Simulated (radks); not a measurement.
Question: The mean radii <r> (bohr) of the occupied orbitals of an atom or ion are listed with their occupations. All-electron calculation, non-relativistic Kohn-Sham, TPSS, spin-polarised, spherical densities, point nucleus; meta-GGA in the generalised Kohn-Sham scheme. Program: a radial shooting solver on a logarithmic mesh with Libxc functionals.

| orbital | occ. | <r> |
|---|---|---|
| 1s | 2 | 0.01868 |
| 2s | 2 | 0.07861 |
| 2p | 6 | 0.06642 |
| 3s | 2 | 0.1979 |
| 3p | 6 | 0.1884 |
| 3d | 10 | 0.1644 |
| 4s | 2 | 0.4335 |
| 4p | 6 | 0.4368 |
| 4d | 10 | 0.4424 |
| 4f | 14 | 0.4574 |
| 5s | 2 | 0.9762 |
| 5p | 6 | 1.052 |
| 5d | 10 | 1.352 |
| 6s | 2 | 2.688 |

Name the element and its charge. Open shells, if any, are filled with parallel spins first.

Answer: Z = 81, thallium, charge +1: Tl+ in [Hg]. The 1s radius gives Z: for a bare nucleus <r> = 1.5/Z, 0.01852 bohr for Z = 81, and screening makes it slightly larger (0.01868 here). The occupations add up to 80, and the charge is Z minus that.
